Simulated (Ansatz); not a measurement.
A run for Ansatz (a first-principles code): R-PBE0/def2-TZVPP on OS (SMILES O=S), 2S+1 = 1, a spin state set in the input, which need not be the lowest, at the other state's geometry.

Ansatz 0.2 input:
```yaml
crystal:
  periodic: [false, false, false]
  atoms:
    - {symbol: O, position_ang: [-0.00000000, -0.00000000, -0.99326975]}
    - {symbol: S, position_ang: [0.00000000, 0.00000000, 0.49663487]}
basis:
  gaussian:
    orbitals: def2-TZVPP
hamiltonian:
  xc: {name: PBE0}
```

The head of its log:

```
WARN ansatz: RAYON_NUM_THREADS=1 ignored (pool sized by the plan → 1); use --threads N
Functional definition: PBE0
integrals: 0.01 GiB planned
466 factors; their error is unknown
mean field: 0.14 GiB planned
mean field evaluation 1: about -12870.6097 eV, gradient 4.9e1 eV
mean field evaluation 2: about -12844.1091 eV, gradient 1.2e2 eV
```

Problem. Predict the final total energy.

Solution. -473.1437 hartree.
